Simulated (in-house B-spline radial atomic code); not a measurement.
Values are calculated unless marked as measured or tabulated.
# Weak and strong correlation along the adiabatic connection

Two-electron singlets in several external potentials (atomic units), by full CI in B-splines with partial waves to l = 8 (correlation energies up to 0.6 % small). The repulsion is scaled by λ at fixed density; W(λ) is the mean repulsion less the Hartree energy, W(0) = E_x, and the area under W from 0 to 1 is E_xc.

One system gave this curve:

```csv
λ,W (hartree)
0,-2.0446
0.02,-2.0465
0.05,-2.0494
0.12,-2.0561
0.25,-2.0682
0.4,-2.0817
0.6,-2.099
0.8,-2.1156
1,-2.1315
1.4,-2.1613
2,-2.2016
3,-2.2588
4.5,-2.3272
7,-2.4097
10,-2.4776
```

Which system is it?
A. −V exp(−r²/w²), V = 27.8, w = 0.858
B. −Z/r, Z = 0.552, wall at 1.44 bohr
C. −Z/r, Z = 1.45
D. −Z exp(−kr)/r, Z = 8.46, k = 3.5

A. The exchange energy sets the size: −V exp(−r²/w²), V = 27.8, w = 0.858: E_x = -2.04, E_c = -0.0451; −Z exp(−kr)/r, Z = 8.46, k = 3.5: E_x = -4.42, E_c = -0.0466; −Z/r, Z = 0.552, wall at 1.44 bohr: E_x = -1.27, E_c = -0.0469; −Z/r, Z = 1.45: E_x = -0.678, E_c = -0.0408 hartree.
